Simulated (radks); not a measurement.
Values are calculated unless marked as measured or tabulated.
Task: All-electron atom: Te in [Kr] 4d10 5s1.5 5p4.5 (fractional occupations, a model configuration). Code: a radial shooting solver on a logarithmic mesh with Libxc functionals. Model: Dirac Kohn-Sham, LDA (Slater exchange, Perdew-Wang correlation), spin-unpolarised, spherical densities, finite nucleus; open shells fill j = l - 1/2 first; Fermi nuclear charge, rms radius 4.7423 fm.

Spin-orbit splittings of the eigenvalues, e(l+1/2) - e(l-1/2), with zeta = 2 splitting/(2l+1) and mean radii in bohr:

shell  occ.  splitting (eV)  zeta (eV)  <r> j=l-1/2  <r> j=l+1/2
2p        6           274.1      182.7       0.1009       0.1064
3p        6           51.07      34.05       0.3126       0.3240
3d       10           10.69      4.277       0.2949       0.2985
4p        6           9.804      6.536       0.8014       0.8306
4d       10               ?          ?       0.9653       0.9777
5p      4.5          0.8385     0.5590        2.552        2.684

Estimate the 4d splitting.

Result: 1.478 eV (zeta = 0.5913 eV).
